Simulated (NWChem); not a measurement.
Molecule: PbHI, singlet; SMILES [I][PbH]

```xyz
3

Pb     0.0175    -1.1024     0.0000
H     -1.8382    -1.2076     0.0000
I      0.0076     1.7284     0.0000
```
Atoms are numbered in this order, from 1.

Low-valent species are run as closed-shell singlets; no triplet was tried in these runs. The geometry was optimised at PBE0/def2-SVP. Not confirmed as a minimum by frequencies. def2 effective core potentials on I, Pb; no spin-orbit coupling.

Symmetry labels are those of Cs in the frame above (b1 and b2, or b-type labels, depend on it).

Q: List the 4 lowest vertical singlet excitations from B3LYP/def2-SVPD with def2 effective core potentials on I, Pb, TDA (NWChem).

A: 
```
state  energy (eV)  oscillator strength  symmetry  leading excitation (squared amplitude)
-----  -----------  -------------------  --------  --------------------------------------
S1            2.29                0.002        a"                      HOMO → LUMO (1.00)
S2            3.24                0.006        a"                    HOMO−2 → LUMO (0.99)
S3            3.43                0.037        a'                    HOMO−1 → LUMO (0.89)
S4            3.81                0.000        a"                    HOMO−3 → LUMO (0.99)
```
